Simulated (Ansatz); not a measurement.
Species: C3H10NSi, charge 0, multiplicity 2. It need not be the lowest isomer of its formula. 
Structure (B3LYP-D3(BJ)/def2-TZVP (Ansatz, a quantum-chemistry and plane-wave program) minimum search):
SMILES: [CH2][Si](C)(C)N
```xyz
15

C      1.1752    -0.3389    -1.4354
Si     0.0301     0.0034    -0.0200
C     -1.5755     0.6878    -0.6961
C     -0.2157    -1.5779     0.9508
N      0.6435     1.1863     1.0994
H      1.9600    -1.0887    -1.3964
H      1.1784     0.2460    -2.3506
H     -2.0375    -0.0136    -1.3941
H     -2.2839     0.8861     0.1105
H     -1.4098     1.6246    -1.2346
H     -0.9024    -1.4196     1.7846
H      0.7306    -1.9411     1.3603
H     -0.6225    -2.3681     0.3163
H      1.4408     0.9480     1.6714
H      0.7155     2.1481     0.8007
```
Charge 0, spin multiplicity 2.

Parts of the frozen-core correlation energy in cc-pV(Q+d)Z (Ansatz, hartree). Frozen orbitals: 9; correlated occupied orbitals by spin: 16 and 15; virtual: 559 and 560. UHF or UKS for open shells. No spin-orbit coupling. No relativistic terms.

```tsv
term	value
reference (HF)	-462.92842
MP2 opposite-spin	-0.70488
MP2 same-spin	-0.19262
CCSD correlation	-0.94761
(T)	-0.03773
T1 diagnostic	0.011
largest doubles amplitude	0.011
<S^2> of the reference	0.761
```
